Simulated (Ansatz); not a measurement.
Cost and result for the atomization energy of CH₆GaNOSi, SMILES `O/[C]([GaH2])=N/[SiH3]` (11 atoms, 10 bonds).

```xyz
11

O    -0.0456   -1.2823    2.0608
C    -0.0899   -0.6001    0.9119
Ga    1.5418    0.4802    0.3947
N    -1.1379   -0.6446    0.1830
Si   -1.0255    0.2858   -1.2517
H    -0.8991   -1.7395    2.1551
H     2.6964   -0.2516   -0.3661
H     1.6740    1.9300    0.9674
H    -1.0922   -0.5214   -2.4924
H     0.3710    0.9372   -1.2500
H    -1.9929    1.4065   -1.3127
```

Charge 0, multiplicity 1. Correlated methods include outer-core shells of Ga, which these sets cover unevenly. Scalar relativity is left out up to krypton. Geometry: relaxed with PBE0-D4/def2-TZVP. It is one conformer, not always the lowest. Program: Ansatz. All runs use 4 threads of an Arm Neoverse V2 on a shared host. Times are those of one run each, without the atoms' runs, and a repeat can differ threefold. Electronic energies, without spin–orbit coupling; frozen cores. CCSD(T)/CBS adds CCSD(T) − MP2 in def2-TZVPP to the MP2 limit, and its time is that of the two runs behind it. T1 = 0.015. With those shells the extrapolation isn't a true limit. B3LYP takes the VWN-RPA correlation (the form of Gaussian; ORCA's B3LYP/G).

CCSD(T)/CBS is a level of theory with its own doubt, some kJ/mol a heavy atom from the limit and from the frozen cores, so smaller differences don't rank the functionals.

```json
{"level": "PBE-D4/def2-TZVPP (with forces)", "functions": "267", "wall time": "2.8 s"}
{"level": "PBE0-D4/def2-TZVPP", "functions": "267", "wall time": "3.9 s"}
{"level": "r2SCAN-D4/def2-TZVPP (with forces)", "functions": "267", "wall time": "6 s"}
{"level": "B3LYP-D4/def2-TZVPP (with forces)", "functions": "267", "wall time": "6 s"}
{"level": "B2PLYP/def2-TZVPP", "functions": "267", "wall time": "7 s"}
{"level": "ωB97X-V/def2-TZVPP", "functions": "267", "wall time": "9.5 s"}
{"level": "ωB97M-V/def2-TZVPP (with forces)", "functions": "267", "wall time": "14 s"}
{"level": "MP2/def2-QZVPP", "functions": "510", "wall time": "28 s"}
{"level": "CCSD(T)/def2-TZVPP", "functions": "267", "wall time": "4.5 min"}
{"level": "CCSD(T)/CBS(def2)", "functions": "–", "wall time": "5 min"}
```

**Question.** What atomization energy does each give, and how far from CCSD(T)/CBS? (Best estimate.)

**Answer.** The calculation gave: 
```csv
level,atomization (kJ/mol),difference from CCSD(T)/CBS,per bond
PBE-D4/def2-TZVPP (with forces),3684.6,60.6,6.1
PBE0-D4/def2-TZVPP,3601.3,-22.7,-2.3
r2SCAN-D4/def2-TZVPP (with forces),3627.5,3.5,0.3
B3LYP-D4/def2-TZVPP (with forces),3611.2,-12.8,-1.3
B2PLYP/def2-TZVPP,3570.0,-54.0,-5.4
ωB97X-V/def2-TZVPP,3644.8,20.8,2.1
ωB97M-V/def2-TZVPP (with forces),3627.2,3.2,0.3
MP2/def2-QZVPP,3638.6,14.6,1.5
CCSD(T)/def2-TZVPP,3524.1,-99.9,-10.0
CCSD(T)/CBS(def2),3624.0,0.0,0.0
```

From PBE to PBE0 (25 % exact exchange), in def2-TZVPP and without D4, the atomization energy moves by −79.1 kJ/mol: exact exchange takes away binding that semilocal exchange gives to molecules. In def2-TZVPP, CCSD(T) changes the Hartree–Fock value by +1045.9 kJ/mol (the triples alone add +67.3 kJ/mol) and MP2 by +1100.6 kJ/mol; breaking electron pairs costs correlation energy, which Hartree–Fock lacks. The D4 term adds +44.6 kJ/mol with B3LYP and +23.3 kJ/mol with PBE0; it sums over pairs of atoms, weighted by their polarisabilities, and B3LYP, whose exchange is more repulsive, gets the larger term.
